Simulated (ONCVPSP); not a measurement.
**oxygen: from the effect back to the setting (ONCV)**

Base potential:

O, optimised norm-conserving Vanderbilt (ONCV), made with ONCVPSP 4.0.1 (LDA (Perdew-Wang 92), scalar-relativistic). Core [He], reference 2s2 2p3 (charge +1). Waves: 2s: rc 0.95 bohr, ncon 4, nbas 8, qcut 5.4 1/bohr, local; 2p: rc 1.85 bohr, ncon 3, nbas 7, qcut 6.6 1/bohr, 2 projectors, debl 1.5 Ha; d scattering state at 0.22 Ha: rc 1.60 bohr, ncon 4, nbas 8, qcut 5.8 1/bohr, 2 projectors, debl 1.3 Ha. Local part: the s channel. Core correction: none.

Cutoffs, loose and tight: the cutoffs (Ha) at which the residual kinetic energy of the hardest occupied pseudo-wave falls to 1 and 0.1 mHa per electron. They do not see the model core or the augmentation charge, which bear on the density cutoff. Test errors are all-electron minus pseudo excitation energies from the reference, over the configurations 2s2 2p4; 2s2 2p2; 2s2 2p1; 2s2 2p3.5; variants that change the core or the reference have their own tests.

Only the p radius is moved:

```csv
p radius (bohr),"cutoff, loose","cutoff, tight",bound ghosts,largest test error (meV),median size of the test errors
1.34,164 Ha,199 Ha,none,+974,106.8 meV
1.56,164 Ha,199 Ha,none,+1358,154.3 meV
1.9,164 Ha,199 Ha,none,+2041,249.1 meV
2.06,164 Ha,199 Ha,none,+2395,301.2 meV
2.7,164 Ha,199 Ha,none,+3837,533.3 meV
```

**Question.** One more run gave cutoff, loose: 164 Ha; cutoff, tight: 199 Ha; bound ghosts: none; largest test error (meV): +3129; median size of the test errors: 412.9 meV. Which value of the p radius was used?

**Answer.** 2.42 bohr. The median size of the test errors moves one way along this sweep, from 106.8 meV at 1.34 to 533.3 meV at 2.7 bohr, which places the run between 2.06 and 2.7 bohr.
